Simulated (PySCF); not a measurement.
**Spinor energies of Hg³⁺ (mercury, charge +3)**

Start: [Xe] 4f14 5d8 6p1; 5d3/2 filled at m_j = -1/2, +1/2, +3/2; 5d5/2 filled at m_j = -3/2, -1/2, +1/2, +3/2, +5/2; 6p3/2 filled at m_j = +3/2. Calculated with PySCF 2.14 in x2c-TZVPall-2c: generalised Hartree-Fock with the X2C-1e Hamiltonian and a Gaussian nucleus; spin-orbit coupling (SO) screened by Boettger's factors. This is a chosen level, not necessarily the ground level.

```
spinor shell  electrons  ε, screened SO (eV)  weight of nominal j (screened SO)  rms radius, screened SO (bohr)
       1s1/2          2             -83579.0                              1.000                          0.0187
       2s1/2          2             -14996.8                              1.000                          0.0755
       2p1/2          2             -14366.2                              1.000                          0.0639
       2p3/2          4             -12413.0                              1.000                          0.0720
       3s1/2          2              -3659.2                              1.000                           0.193
       3p1/2          2              -3376.2                              1.000                           0.184
       3p3/2          4              -2937.2                              1.000                           0.201
       3d3/2          4              -2474.3                              1.000                           0.176
       3d5/2          6              -2380.6                              1.000                           0.180
       4s1/2          2              -873.76                              1.000                           0.424
       4p1/2          2              -751.45                              1.000                           0.429
       4p3/2          4              -643.92                              1.000                           0.463
       4d3/2          4              -443.76                              1.000                           0.475
       4d5/2          6              -422.80                              1.000                           0.486
       5s1/2          2              -178.62                              1.000                           0.964
       4f5/2          6              -162.51                              0.998                           0.525
       4f7/2          8              -158.19                              0.999                           0.526
       5p1/2          2              -136.74                              0.996                            1.04
       5d5/2          5              -54.543                              0.746                            1.45
       5d3/2          3              -56.214                              0.891                            1.42
       6p3/2          1              -28.369                              1.000                            2.99
```

Q: Where does 5p3/2 lie, and what is the 5p spin-orbit splitting (screened SO)?

A: At -115.70 eV, 21.041 eV above 5p1/2.

```json
{"quantity": "E (hartree)", "screened SO": "-19636.85876"}
{"quantity": "M_J", "screened SO": "11/2"}
{"quantity": "⟨J²⟩", "screened SO": "35.760"}
{"quantity": "⟨L²⟩", "screened SO": "20.648"}
{"quantity": "⟨S²⟩", "screened SO": "3.781"}
```

Each row is a mean over spinors that exchange with the open shell spreads, by up to 8.170 eV (5p3/2).

Rows whose weight is well below 1 are mixtures of j = l ± 1/2: exchange outweighs spin-orbit coupling there, and the label is only the starting occupation.

Breit and QED terms are absent; they matter most for the inner s and p1/2 levels.

Densities and radii are taken from the X2C orbitals without a picture-change correction, which distorts them close to the nucleus.
